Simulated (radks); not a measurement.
All-electron atom: Ce in [Xe] 4f1 5d1 6s2 (the NIST ground configuration). All-electron calculation, Dirac Kohn-Sham, PBEsol, spin-unpolarised, spherical densities, point nucleus; open shells fill j = l - 1/2 first. Program: a radial shooting solver on a logarithmic mesh with Libxc functionals.

Unscreened Slater integrals over Kohn-Sham orbitals (cm^-1). Large and small components are both included. Empty in this configuration: 4f7/2.

\begin{tabular}{lr}
integral & value \\ \hline
F0(5d3/2,5d3/2) & 68657 \\
F2(5d3/2,5d3/2) & 34286 \\
F0(5d3/2,6s1/2) & 52466 \\
G2(5d3/2,6s1/2) & 16240 \\
F0(5d3/2,4f5/2) & 89117 \\
F2(5d3/2,4f5/2) & 23690 \\
G1(5d3/2,4f5/2) & 13812 \\
G3(5d3/2,4f5/2) & 10268 \\
F0(5d3/2,5p3/2) & 82651 \\
F2(5d3/2,5p3/2) & 37788 \\
G1(5d3/2,5p3/2) & 43285 \\
G3(5d3/2,5p3/2) & 26496 \\
F0(5d3/2,4f7/2) & 88989 \\
F2(5d3/2,4f7/2) & 23885 \\
G3(5d3/2,4f7/2) & 10465 \\
G5(5d3/2,4f7/2) & 7749.3 \\
F0(6s1/2,6s1/2) & 45704 \\
F0(6s1/2,4f5/2) & 59225 \\
G3(6s1/2,4f5/2) & 2436.4 \\
F0(6s1/2,5p3/2) & 57000 \\
G1(6s1/2,5p3/2) & 4228.2 \\
F0(6s1/2,4f7/2) & 59182 \\
G3(6s1/2,4f7/2) & 2489.5 \\
F0(4f5/2,4f5/2) & 187490 \\
F2(4f5/2,4f5/2) & 86567 \\
F4(4f5/2,4f5/2) & 53821 \\
F0(4f5/2,5p3/2) & 129470 \\
F2(4f5/2,5p3/2) & 48175 \\
G2(4f5/2,5p3/2) & 28230 \\
G4(4f5/2,5p3/2) & 21237 \\
F0(4f5/2,4f7/2) & 186510 \\
F2(4f5/2,4f7/2) & 86060 \\
F4(4f5/2,4f7/2) & 53496 \\
G2(4f5/2,4f7/2) & 85940 \\
G4(4f5/2,4f7/2) & 53426 \\
G6(4f5/2,4f7/2) & 38297 \\
F0(5p3/2,5p3/2) & 110600 \\
F2(5p3/2,5p3/2) & 59512 \\
F0(5p3/2,4f7/2) & 129140 \\
F2(5p3/2,4f7/2) & 48344 \\
G2(5p3/2,4f7/2) & 28595 \\
G4(5p3/2,4f7/2) & 21465 \\
F0(4f7/2,4f7/2) & 185540 \\
F2(4f7/2,4f7/2) & 85564 \\
F4(4f7/2,4f7/2) & 53179 \\
F6(4f7/2,4f7/2) & 38117 \\
\end{tabular}
